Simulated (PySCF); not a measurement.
H4N2Si, neutral, multiplicity 1.

```xyz
7

Si     0.0000     0.0000    -0.6638
N      0.0000     1.3213     0.4416
H      0.0000     1.2822     1.4514
H      0.0000     2.2705     0.1039
N      0.0000    -1.3213     0.4416
H      0.0000    -2.2705     0.1039
H      0.0000    -1.2822     1.4514
```

The structure is a stationary point at B3LYP-D3(BJ)/def2-TZVP. Other conformers were not sampled.

All values below come from B3LYP/pcSseg-2 (PySCF). Non-relativistic, no solvent.

Problem. Give the absolute GIAO shielding of each atom: isotropic value and principal components (ppm). (Estimate from the structure and the level; the computed values follow.)

Solution. 
| atom | σ(iso) | σ11 | σ22 | σ33 | span |
|---|---|---|---|---|---|
| Si1 | 206.4 | -37.4 | 323.9 | 332.6 | 370.0 |
| N2 | 160.0 | 47.3 | 186.9 | 245.6 | 198.3 |
| H3 | 28.5 | 24.2 | 24.5 | 36.9 | 12.7 |
| H4 | 28.8 | 25.2 | 25.3 | 35.9 | 10.7 |
| N5 | 160.0 | 47.3 | 186.9 | 245.6 | 198.3 |
| H6 | 28.8 | 25.2 | 25.3 | 35.9 | 10.7 |
| H7 | 28.5 | 24.2 | 24.5 | 36.9 | 12.7 |
